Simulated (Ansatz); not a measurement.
Reaction (formal loss of a carbene): `COB(C)N` → `[CH2]` (triplet) + `CB(N)O`

Isolated molecules relaxed with PBE0-D4/def2-TZVP in Ansatz; ΔE leaves out vibrations. CBS: MP2 limit from def2 TZ/QZ plus the TZ coupled-cluster correction, frozen cores. This one scheme is used for every species. DFT in def2-TZVPP. Triplets are unrestricted, without spin–orbit coupling. Each species was taken in one conformer, which may not be the lowest.

`COB(C)N`:

```xyz
13

C     0.990   -0.395    1.571
O    -0.292   -0.552    1.021
B    -0.598   -0.083   -0.235
C     0.455    0.660   -1.144
N    -1.917   -0.307   -0.664
H     1.756   -0.897    0.969
H     1.265    0.660    1.669
H     0.986   -0.843    2.566
H     0.042    0.963   -2.109
H     1.326    0.027   -1.342
H     0.839    1.560   -0.652
H    -2.260   -0.013   -1.559
H    -2.594   -0.779   -0.090
```

`[CH2]` (triplet):

Z-matrix (Å, degrees):
```
C
H 1 1.079
H 1 1.079 2 134.9
```

`CB(N)O`:

Z-matrix (Å, degrees):
```
C
B 1 1.579
H 1 1.095 2 110.9
H 1 1.092 2 113.4 3 120.9
H 1 1.095 2 110.9 3 -118.2
N 2 1.404 1 122.1 3 -120.8
O 2 1.379 1 121.6 3 59.2
H 6 1.005 2 122.2 1 180.0
H 6 1.002 2 123.1 1 -0.0
H 7 0.957 2 112.7 1 0.0
```

| level | ΔE (kJ/mol) |
| --- | --- |
| ωB97M-V | 383.9 |
| CCSD(T)/def2-SVP | 369.0 |

Problem. What does CCSD(T)/CBS give? (Best estimate.)

Solution. The calculation gave: +378.9 kJ/mol. The listed levels differ from it by 5.0, -9.9 kJ/mol.

Largest T1 diagnostic among the species: 0.011.

From r2SCAN to r2SCAN0 (25 % exact exchange), in def2-TZVPP and without D4, ΔE moves by −5.5 kJ/mol. In def2-TZVPP, CCSD(T) changes the Hartree–Fock value by +128.9 kJ/mol (the triples alone add +10.8 kJ/mol) and MP2 by +136.9 kJ/mol.

CCSD(T)/CBS has its own doubt, a few kJ/mol and more with outer-core shells, so smaller differences from it don't rank the levels.
